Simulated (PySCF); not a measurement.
Computed with PySCF with PBE-D3(BJ)/def2-TZVP // M06-2X/def2-TZVP. Isolated molecules, 0 K electronic values unless said otherwise. 

Reference species (SMILES): `[AlH3]` (neutral, multiplicity 1).

The HOMO–LUMO gap comes out as 4.79 eV. The HOMO comes out as -7.31 eV.

Changed species: `[CH3][AlH2]` (1 of 3 H replaced by CH3; the reference has 0 of 3 H replaced by CH3).

Q: Predict the effect on the HOMO–LUMO gap and HOMO.

A: the HOMO–LUMO gap decreases by 0.04 eV, to 4.75 eV; the HOMO increases by 0.50 eV, to -6.81 eV.
